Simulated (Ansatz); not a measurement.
`C[BH][AlH2]` and `[AlH2][BH][GeH3]` differ in one element.

Ansatz, PBE0-D4/def2-TZVP geometries, multiplicity 1. 

Scalar relativity is left out up to krypton.

```tsv
property	`C[BH][AlH2]`
HOMO energy (ωB97M-V/def2-TZVPP) / eV	-9.14
HOMO energy (PBE0/def2-TZVPP) / eV	-7.02
size of the dipole moment (PBE/def2-TZVPP) / D	1.31
HOMO energy (B3LYP/def2-TZVPP) / eV	-6.85
LUMO energy (ωB97M-V/def2-TZVPP) / eV	0.11
HOMO–LUMO gap (PBE/def2-TZVPP) / eV	3.18
```

**Question.** What does the change do to each property? (Estimate.)

**Answer.** The calculation gave: 
| property | `[AlH2][BH][GeH3]` | shift |
| --- | --- | --- |
| HOMO energy (ωB97M-V/def2-TZVPP) / eV | -9.38 | -0.24 |
| HOMO energy (PBE0/def2-TZVPP) / eV | -7.31 | -0.29 |
| size of the dipole moment (PBE/def2-TZVPP) / D | 0.53 | -0.78 |
| HOMO energy (B3LYP/def2-TZVPP) / eV | -7.13 | -0.28 |
| LUMO energy (ωB97M-V/def2-TZVPP) / eV | -0.79 | -0.90 |
| HOMO–LUMO gap (PBE/def2-TZVPP) / eV | 2.52 | -0.66 |

With PBE0 the HOMO falls by 0.29 eV and the LUMO falls by 1.03 eV, so the gap narrows by about 0.74 eV. PBE moves the HOMO by -0.34 eV and ωB97M-V by -0.24 eV. Dipoles are sizes alone; their direction can turn.

B3LYP here is the variant with VWN-RPA as its local correlation; programs differ in this.
